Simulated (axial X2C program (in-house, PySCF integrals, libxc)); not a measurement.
Spectroscopic constants of CrC

Calculated with an in-house relativistic program for diatomic molecules. Spin-free means the one-electron spin-free X2C Hamiltonian; two-component (2c) means X2C with spin–orbit coupling and atomic mean-field two-electron Coulomb and Gaunt terms, so the difference of the two also holds small scalar two-electron terms. Basis: Cr dyall-cv3z [9s10p6d3f2g], C dyall-v3z [7s6p2d1f] (cores contracted in-house); Gaussian nuclei, density fitting, unrestricted open shells. Masses: Cr 51.941 u, C 12.000 u.

Input:
```json
{"zs": [24, 6], "q": 0, "bas": ["dyall-cv3z", "dyall-v3z"], "levels": ["PBE0", "HF", "TPSS"], "cc": true, "r0": 1.78, "thr": -2.0, "nmax": 90, "npts": 10, "nst": 2, "ntry": 6}
```
```bash
python so2c.py task.json out
```

Keys: zs atomic numbers; q charge; bas basis sets; levels methods; cc coupled cluster on or off; r0 starting distance in Å; thr threshold in hartree for freezing inner shells (an s shell follows its p shell); nmax most natural virtual spinors; npts points on the curve; nst determinants followed; ntry starts of the search. HF also brings MP2.

State, spin-free: M_S = 1, Λ = 0 (beyond evenly filled blocks: δ+α, δ-α); electrons by block: σα: 8, σβ: 8, π+α: 3, π+β: 3, π-α: 3, π-β: 3, δ+α: 1, δ-α: 1. Fragments: Cr + C.

State, 2c: Ω = 1 (⟨Sz⟩ = 1.00, ⟨Lz⟩ = 0.00 at PBE0); electrons by block: 1/2: 11, -1/2: 11, 3/2: 3, -3/2: 4, 5/2: 1. Fragments: Cr + C.

```
Hamiltonian  level  Re (Å)  ωe (cm⁻¹)  ωexe (cm⁻¹)  αe (cm⁻¹)  De (eV)  D0 (eV)  k (mdyn/Å)  μ (D)
         2c   PBE0   1.680      537.7        -2.37    0.00602     2.63     2.59        1.66  -5.82
         2c   TPSS   1.594      904.5         15.1    0.00862     3.54     3.49         4.7  -5.54
```

Spin-free values that have a 2c row agree with it to the digits that matter (0.001 Å, 0.01 eV) and are not repeated.

Dipoles are positive if C is the positive end.

One determinant describes the state; a PBE0 search over occupations chose it and may have missed a lower one. De is counted from the lowest determinant-based energies of the atoms at the same level, without counterpoise correction. Density functionals use the spin component along the axis (collinear). A 2c atom that is not at its ground J level misses part of its spin–orbit lowering, and De is too large by that part (0.04 eV or less for light atoms). This holds for PBE0, TPSS. PBE0 can misorder states that lie within some tenths of an eV, so this need not be the ground state of the molecule. The nearest other 2c determinant of the search, Ω = 2, lies 0.14 eV up at the distance of the search. Without a current term, density functionals place determinants with orbital angular momentum somewhat too high. With several unpaired electrons one determinant need not be a pure state. Open-shell Ω = 0 determinants with evenly filled partner blocks cannot be reached by this program, so the Ω shown need not be the lowest component. The determinant is spin-polarised beyond a pure state at some levels (its spin-free form has ⟨S²⟩ too high), which makes Re and μ there less reliable.

No reliable constants came from CCSD (2c), CCSD (spin-free), CCSD(T) (2c), CCSD(T) (spin-free), HF (2c), HF (spin-free), MP2 (2c), MP2 (spin-free): no minimum in range, unconverged points, a curve that is not smooth, a change of character along it, or the two Hamiltonians disagreeing along it.

Rough cost a point (2c) on 1 thread(s) of a shared host, integrals apart: PBE0 0.7 s, TPSS 1 s.

The whole task took 2.9 min on 1 thread of AMD EPYC 7B13 (Zen 3), with other jobs on the host.
